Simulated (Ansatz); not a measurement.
Gas-phase electronic energies from Ansatz, PBE0-D4/def2-TZVP geometries. CCSD(T)/CBS is the MP2 limit (def2-TZVPP, def2-QZVPP) plus CCSD(T) − MP2 in def2-TZVPP, frozen cores. This one scheme is used for every species. Functionals use def2-TZVPP. B3LYP here is the variant with VWN-RPA as its local correlation; programs differ in this. def2 core potentials past Kr. For In outer-core shells are correlated without core-valence functions, which leaves a few kJ/mol of doubt a bond. One conformer a species, not always the lowest.

`[CH3][InH][Cl]` + `N=CC[SiH3]` → `[CH3][InH][CH2][SiH3]` + `N=CCl`  (formal exchange of groups at the In–Cl bond)

(1) Is it downhill or uphill in electronic energy at CCSD(T)/CBS, and by how much? (Best estimate.)

(2) What do these levels give: r2SCAN-D4, ωB97M-V, B2PLYP, PBE, PBE0, B3LYP, HF/def2-TZVPP, SCS-MP2/def2-TZVPP, HF/def2-QZVPP, SCS-MP2/def2-QZVPP, HF/CBS(def2), MP2/CBS(def2)? (Best estimate.)

Largest T1 diagnostic among the species: 0.012.

Answers

(1) The calculation gave: Uphill: ΔE = +38.7 kcal/mol.

(2) Ansatz gave: r2SCAN-D4 39.0, ωB97M-V 38.9, B2PLYP 39.4, PBE 36.9, PBE0 38.9, B3LYP 39.9, HF/def2-TZVPP 46.1, SCS-MP2/def2-TZVPP 38.4, HF/def2-QZVPP 46.1, SCS-MP2/def2-QZVPP 38.9, HF/CBS(def2) 46.1, MP2/CBS(def2) 38.3 kcal/mol.

In def2-TZVPP, CCSD(T) changes the Hartree–Fock value by −8.1 kcal/mol (the triples alone add −1.2 kcal/mol) and MP2 by −8.5 kcal/mol. From PBE to PBE0 (25 % exact exchange), in def2-TZVPP and without D4, ΔE moves by +2.0 kcal/mol.
